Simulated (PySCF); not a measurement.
Ga(H)3 anion (GaH₃), SMILES [GaH3] (connectivity only; charge and spin as stated), charge -1, multiplicity 2. Geometry optimised at PBE-D3(BJ)/def2-TZVPD. The multiplicity is an assumed one; other spin states were not compared. The isomer is the one that the SMILES or the coordinates give; other isomers of the formula were not compared.

Method: PBE-D3(BJ)/def2-TZVPD (PySCF).

Harmonic wavenumbers (cm⁻¹): 582, 704, 704, 1652, 1653, 1653. Rotational constants (GHz): 116.3, 116.3, 69.08; symmetry number 3.

Task: Work out the zero-point energy and the ideal-gas rigid-rotor harmonic-oscillator thermochemistry at 298.15 K and 1 atm.

Result: ZPE = ½ Σ hcν = ½ × 6949 cm⁻¹ = 9.93 kcal/mol. H − E(el) = 12.55 kcal/mol. Entropy in cal/(mol K): translation 38.77, rotation 14.31, vibration 1.10, spin 1.38, total 55.56. G − E(el) = -4.01 kcal/mol. Cp = 10.79 cal/(mol K).
